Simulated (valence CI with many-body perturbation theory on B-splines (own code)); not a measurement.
# Re⁵¹⁺: one-electron terms

Level of theory: configuration interaction combined with many-body perturbation theory (CI+MBPT): six valence electrons over a frozen Dirac-Fock core [Ar], radial functions for each j: 7 s, 7 p, 8 d, 6 f, 4 g, 1 h, with the one-electron correlation potential Σ1 (screened to all orders), the two-electron term Σ2, the three-electron term Σ3, Breit, model QED; selected single and double excitations, second order for the rest, scaled by the run's own slope (own B-spline code, finite nucleus).

The last digits are not significant, and no measured levels were compared; by estimate large intervals hold to a few tenths of a per cent, small ones and those within an open d or f shell to about a per cent. Core correlation moves these levels by up to 16000 cm⁻¹, and in measured spectra 5 to 20 % of such shifts remained as error; rates that hang on mixing are uncertain with them. Among the levels kept, up to 1100 cm⁻¹ of a level comes from second order outside the variational space, and about a tenth of that is noise between levels of different J, which matters for small intervals. The list stops below the first excitations out of the core. Only levels of the ground parity were solved; by the run's estimate the other parity begins above the list, which can be wrong where configurations are misplaced.

These are the spectroscopic orbitals of the CI (the correlating ones are not listed), shaped by the core and the other valence electrons. h is the expectation value of the core's Dirac-Fock operator, without the valence repulsion; Σ1 is computed up to l = 3 at one energy for each symmetry, that of its lowest orbital but kept below the first core excitation, so for empty shells it is not the orbital's own correlation shift; Breit and QED include the response of the core, and the two lowest orbitals of each symmetry also the frequency dependence of Breit exchange, which makes a step in that column.

```
Orbital  h (hartree)  Σ1 (cm⁻¹)  Breit (cm⁻¹)  QED (cm⁻¹)  ⟨r⟩ (bohr)
  4s1/2      -121.93      -7969         15421       11932      0.3699
  5s1/2      -74.967      -3081          7519        5944      0.6017
  6s1/2      -50.735      -1550          4124        3330      0.8931
  4p1/2      -118.69     -10581         24454         543      0.3640
  5p1/2      -73.355      -3877         12191         286      0.5995
  6p1/2      -49.823      -1913          6764         165      0.8946
  4p3/2      -113.53      -9622         13958        1554      0.3821
  5p3/2      -70.842      -3715          7062         801      0.6218
  6p3/2      -48.411      -1870          4341         457      0.9215
  3d3/2      -203.03     -21512         32807       -2269      0.1656
  4d3/2      -109.18     -10663         12140        -631      0.3598
  5d3/2       -68.71      -4146          5917        -285      0.6085
  3d5/2      -199.93     -19195         17511        -619      0.1696
  4d5/2         -108     -10083          6518       -58.0      0.3646
  5d5/2      -68.122      -3872          3158        -6.0      0.6144
  4f5/2      -103.99     -26234          1901        -459      0.3252
  5f5/2      -66.265     -10494           847        -219      0.5808
  4f7/2      -103.56     -20435           118        -218      0.3273
  5f7/2      -66.032      -8153           115       -95.2      0.5833
  5g7/2      -64.895                      157       -62.6      0.5224
  5g9/2      -64.784                    -32.9        -2.7      0.5237
```

Among the shells of the start configuration 3d6, Σ1 is largest in size for 3d3/2, where it is 0.048 % of h.

Lowest root of each symmetry, sizes in configuration state functions:

| J | Parity | Roots | Reference | Variational | Second order | Change by selected CI (cm⁻¹) | Change by second order (cm⁻¹) |
| --- | --- | --- | --- | --- | --- | --- | --- |
| 0 | even | 5 | 26 | 15446 | 262073 | -36966 | -10 |
| 1 | even | 4 | 60 | 31644 | 701163 | -31133 | -55 |
| 2 | even | 8 | 86 | 32323 | 1164138 | -32749 | -581 |
| 3 | even | 6 | 88 | 30512 | 1158363 | -29383 | -732 |
| 4 | even | 7 | 77 | 32120 | 1278792 | -30630 | -889 |
| 5 | even | 2 | 52 | 28651 | 39599 | -30979 | -598 |
| 6 | even | 2 | 31 | 29078 | 25758 | -30763 | -236 |
